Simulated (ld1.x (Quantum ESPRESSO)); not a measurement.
# An all-electron radial function and its pseudo partner (boron)

Columns: radius, all-electron u(r) and pseudo u(r) of the 2s shell (level -14.06 eV) of boron in the configuration [He] 2s2 2p0.5; LDA (PZ), scalar-relativistic, RRKJ scheme, ld1.x (Quantum ESPRESSO) 7.5.

| r (bohr) | all-electron | pseudo |
| --- | --- | --- |
| 0.100 | 0.2826 | -0.0458 |
| 0.200 | 0.3164 | -0.0925 |
| 0.300 | 0.2310 | -0.1414 |
| 0.400 | 0.0947 | -0.1937 |
| 0.500 | -0.0561 | -0.2510 |
| 0.600 | -0.2021 | -0.3149 |
| 0.700 | -0.3337 | -0.3865 |
| 0.800 | -0.4468 | -0.4644 |
| 0.900 | -0.5401 | -0.5433 |
| 1.000 | -0.6142 | -0.6143 |
| 1.100 | -0.6704 | -0.6704 |
| 1.200 | -0.7104 | -0.7104 |
| 1.300 | -0.7362 | -0.7362 |
| 1.400 | -0.7498 | -0.7498 |
| 1.500 | -0.7532 | -0.7532 |
| 1.600 | -0.7480 | -0.7480 |
| 1.700 | -0.7359 | -0.7359 |
| 1.800 | -0.7184 | -0.7184 |
| 1.900 | -0.6965 | -0.6965 |
| 2.000 | -0.6714 | -0.6714 |
| 2.100 | -0.6440 | -0.6440 |
| 2.200 | -0.6149 | -0.6149 |
| 2.300 | -0.5849 | -0.5849 |
| 2.400 | -0.5544 | -0.5544 |
| 2.500 | -0.5239 | -0.5239 |
| 2.600 | -0.4937 | -0.4937 |

Q: How many radial nodes do the two functions have?

A: The all-electron 2s function has n − l − 1 = 1; the pseudo-wave has 0, since the states of the same l below it are removed with the core.

Q: At about which radius was the pseudo-wave matched?

A: 1.10 bohr, where the columns begin to agree (steps of 0.10 bohr).

Q: Is the pseudo-wave norm-conserving?

A: Yes: the RRKJ scheme keeps the norm inside the radius equal to the all-electron one, which fixes the energy derivative of the logarithmic derivative at the level.
